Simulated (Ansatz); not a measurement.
Consider the redistribution: `O=C(O)C[SiH2]F` + `C[SiH2]O[SiH3]` → `C[SiH2]O[SiH2]F` + `O=C(O)C[SiH3]`.

Isolated molecules relaxed with PBE0-D4/def2-TZVP in Ansatz; ΔE leaves out vibrations. CCSD(T)/CBS is the MP2 limit (def2-TZVPP, def2-QZVPP) plus CCSD(T) − MP2 in def2-TZVPP, frozen cores. This one scheme is used for every species. Each species was taken in one conformer, which may not be the lowest.

`O=C(O)C[SiH2]F`:

Z-matrix (Å, degrees):
```
C
Si 1 1.878
C 1 1.493 2 108.4
H 1 1.094 2 111.7 3 -120.9
H 1 1.094 2 111.7 3 120.9
F 2 1.606 1 106.6 3 180.0
H 2 1.479 1 111.4 3 63.1
H 2 1.479 1 111.4 3 -63.2
O 3 1.338 1 113.9 2 -179.9
O 3 1.206 1 123.5 2 0.1
H 9 0.968 3 106.8 1 -180.0
```

`C[SiH2]O[SiH3]`:

Z-matrix (Å, degrees):
```
C
Si 1 1.856
H 1 1.092 2 110.9
H 1 1.093 2 110.3 3 -119.8
H 1 1.092 2 110.9 3 120.4
O 2 1.640 1 109.0 3 -60.2
H 2 1.489 1 110.7 3 179.8
H 2 1.489 1 110.7 3 59.8
Si 6 1.632 2 145.8 1 179.9
H 9 1.483 6 108.3 2 -179.8
H 9 1.487 6 110.4 2 -60.0
H 9 1.487 6 110.4 2 60.4
```

`C[SiH2]O[SiH2]F`:

Z-matrix (Å, degrees):
```
C
Si 1 1.856
H 1 1.093 2 110.4
H 1 1.092 2 110.9 3 119.9
H 1 1.093 2 110.8 3 -119.9
O 2 1.648 1 110.3 3 -179.8
H 2 1.489 1 110.6 3 59.9
H 2 1.485 1 111.2 3 -61.4
Si 6 1.614 2 146.6 1 -76.7
F 9 1.597 6 109.5 2 56.0
H 9 1.480 6 110.8 2 -61.6
H 9 1.477 6 108.9 2 173.5
```

`O=C(O)C[SiH3]`:

Z-matrix (Å, degrees):
```
C
Si 1 1.886
C 1 1.497 2 111.8
H 1 1.095 2 111.0 3 -121.7
H 1 1.095 2 110.9 3 121.6
H 2 1.488 1 107.5 3 179.9
H 2 1.483 1 110.6 3 -61.5
H 2 1.483 1 110.6 3 61.2
O 3 1.343 1 112.7 2 -179.7
O 3 1.203 1 125.0 2 0.3
H 9 0.968 3 106.6 1 -180.0
```

```
          species  HF/CBS(def2) energy (Eh)
 `O=C(O)C[SiH2]F`                -617.02266
 `C[SiH2]O[SiH3]`                -695.46132
`C[SiH2]O[SiH2]F`                -794.45094
  `O=C(O)C[SiH3]`                -518.03987
```

(1) Work out ΔE.

Largest T1 diagnostic among the species: 0.014.

Results:

(1) ΔE = (-794.45094) + (-518.03987) − (-617.02266) − (-695.46132) = -0.00683 Eh = -17.9 kJ/mol. CCSD(T)/CBS gives -20.1 kJ/mol.
